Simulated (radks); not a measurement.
Problem. Au55+, configuration [Ar] 3d6 (the NIST ground configuration). Method: scalar-relativistic Kohn-Sham, r2SCAN, spin-polarised, spherical densities, finite nucleus; open shells are filled with parallel spins first (spin-orbit coupling, left out, can overturn this in heavy ions); meta-GGA in the generalised Kohn-Sham scheme; Fermi nuclear charge, rms radius 5.4371 fm; computed with a radial shooting solver on a logarithmic mesh with Libxc functionals. Some entries of the table are withheld. Estimate them.

| orbital | occ. | eigenvalue (eV) | r(max) (bohr) |
|---|---|---|---|
| 1s up | 1 | -84400.46 | 0.01042 |
| 1s down | 1 | -84400.42 | 0.01042 |
| 2s up | 1 | -17779.23 | 0.06005 |
| 2s down | 1 | -17751.01 | 0.06001 |
| 2p up | 3 | -15852.86 | 0.04970 |
| 2p down | 3 | -15830.42 | 0.04965 |
| 3s up | 1 | -6557.493 | 0.1657 |
| 3s down | 1 | -6528.494 | 0.1659 |
| 3p up | 3 | -5990.301 | 0.1640 |
| 3p down | 3 | -5960.419 | 0.1643 |
| 3d up | 5 | (1) | 0.1321 |
| 3d down | 1 | (2) | 0.1324 |

Solution. 
(1) 3d up eigenvalue (eV): -5446.648
(2) 3d down eigenvalue (eV): -5407.410
